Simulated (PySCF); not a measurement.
Working with the constants of BeP

UHF-CCSD(T) constants of BeP, ⁴Σ⁻ (quartet), unpaired electrons σ ↑, π ↑↑ (PySCF, spin-free X2C with a Gaussian nucleus, basis sets Be x2c-TZVPPall, P x2c-TZVPPall; masses 9.0122 and 30.9738 u):

| Property | Result |
| --- | --- |
| ωe | 584.2 cm⁻¹ |
| ωexe | 5.99 cm⁻¹ |
| Be | 0.55053 cm⁻¹ |
| αe | 0.00668 cm⁻¹ |
| D (centrifugal) | 1.96e-06 cm⁻¹ |
| De to Be + P | 0.92 eV |

Problem. Give the vibrational terms G(v) and spacings up to v = 6.

Solution. G(v) = ωe(v+½) − ωexe(v+½)².

```tsv
v	G(v) (cm⁻¹)	G(v) − G(v−1)	Bv (cm⁻¹)
0	291		0.5472
1	863	572	0.5405
2	1423	560	0.5338
3	1971	548	0.5272
4	2508	536	0.5205
5	3032	524	0.5138
6	3544	512	0.5071
```

Problem. How well does the Morse estimate ωe²/(4ωexe) reproduce De, and what is D0?

Solution. It gives 1.77 eV, 192 % of the computed De. D0 = De − G(0) = 0.92 − 0.04 = 0.88 eV.

Correlated steps freeze 5 core orbitals. The state was picked by a PBE0 search and need not be the measured ground state.
